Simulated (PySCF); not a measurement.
# Rh: excitation energy

Rh [Kr] 4d8 5s1 (4F) → Rh [Kr] 4d7 5s1 5p1 (high-spin determinant), as a difference of total energies. Calculation: PySCF 2.14, in x2c-TZVPPall (8s6p6d2f1g, 79 functions); the spin-free X2C one-electron Hamiltonian (Gaussian nucleus). Correlated levels: valence: [Kr] frozen. The calculations carry no spin-orbit coupling.

| method | excitation energy (eV) |
| --- | --- |
| UHF | 2.864 |
| MP2 (valence) | 4.413 |
| SCS-MP2 (valence) | 4.581 |
| CCSD (valence) | 4.163 |
| CCSD(T) (valence) | 4.255 |

How much does correlation contribute at CCSD(T) (valence)?

4.255 − (2.864) = 1.391 eV, measured against UHF.

The basis was made for the ground configuration and has no added diffuse functions, so the excitation energy can come out too high.

The determinant of the upper state mixes LS terms, which raises its energy above the lowest term, most at the Hartree-Fock and MP2 levels.
